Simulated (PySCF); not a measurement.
NMR data simulated for an unnamed compound:

1H NMR (500 MHz, computed): δ 5.45 (m, 1H), 5.28 (m, 1H), 2.55 (q, 2H), 1.29 (t, 3H).

13C{1H} NMR (computed): δ 157.5 (C), 110.8 (CH2), 97.8 (C), 87.9 (C), 71.7 (C), 70.5 (C), 16.5 (CH2), 16.0 (CH3).

PySCF 2.14 calculation with GFN2-xTB geometry and GIAO PBE0/pcSseg-1 shieldings; gas phase, equivalent nuclei averaged, no relativistic terms, a single conformation.

Scale: 1H (σref 31.72) and 13C (σref 186.93) against TMS (reference shieldings calculated alike).

Which of these does the molecule contain: a non-aromatic C=C double bond, a C≡C triple bond, a (CH3)2CH unit, an aldehyde, an NH or NH2 group, a CH3CH2 unit?

Results:


- A non-aromatic C=C double bond: yes.
- A C≡C triple bond: yes (δC 70.5, 87.9).
- A (CH3)2CH unit: no.
- An aldehyde: no.
- An NH or NH2 group: no.
- A CH3CH2 unit: yes (δC 16.0, 16.5; δH 1.29 (t), 2.55 (q)).

The data belong to SMILES C=C(F)C#CC#CCC, C8H7F; they needn't prove each group on their own.

Carbon signals by region: 2 in the sp2 and nitrile region (100–160 ppm), 4 at 50–100 ppm, 2 below 50 ppm.

Splittings by 19F in the carbon and heteronuclear signals aren't shown, as no couplings were computed. Shifts are as computed. Against solution values, carbons near 30 ppm lie about +3 ppm off and those near 130 ppm about +5 ppm. Of 1211 compounds with measured shifts, 218 miss one by over three times the rms of a fit or turn the order of signals round; such compounds aren't used in these exercises. Multiplicities follow the n + 1 count of equivalent neighbours, as no J values were calculated; m marks all less simple cases, F and P coupling included.
